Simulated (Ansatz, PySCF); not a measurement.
F2Si, charge -1, doublet, geometry from GFN2-xTB (a state made from the parent by changing its charge; the spin is typed, not shown lowest). Base run: PySCF with HF/cc-pVTZ.

Geometry (Å):
```xyz
3

Si    -0.0421    -0.0201     0.7162
F      1.1844    -0.7500    -0.5108
F     -1.1188     0.7813    -0.6033
```
Charge -1, spin multiplicity 2.
Orbitals are unrestricted.
All else is at PySCF's defaults.

The same geometry, method and basis name were run in Ansatz (an electronic-structure program) and PySCF, at each program's defaults and at the settings that a row names. The base is PySCF at its defaults. Differences at the defaults can come from grids, fitting, cores and function types together.

```json
[
 {"code and settings": "PySCF, defaults (exact integrals, spherical functions)", "ΔE vs base (µEh)": "0.0", "basis functions": "94", "E (Eh)": "-487.95854", "SCF cycles": "12"},
 {"code and settings": "Ansatz, defaults (factorised integrals, spherical functions)", "ΔE vs base (µEh)": "19.7", "basis functions": "94", "E (Eh)": "-487.95852", "SCF cycles": "-"},
 {"code and settings": "PySCF, density fitting with def2-universal-jkfit", "ΔE vs base (µEh)": "75.7", "basis functions": "94", "E (Eh)": "-487.95846", "SCF cycles": "12"},
 {"code and settings": "Ansatz, high accuracy", "ΔE vs base (µEh)": "0.0", "basis functions": "94", "E (Eh)": "-487.95854", "SCF cycles": "-"}
]
```

Open shells are given as the SCF converged; they aren't shown to be the lowest states, and a large step between rows can be another state.
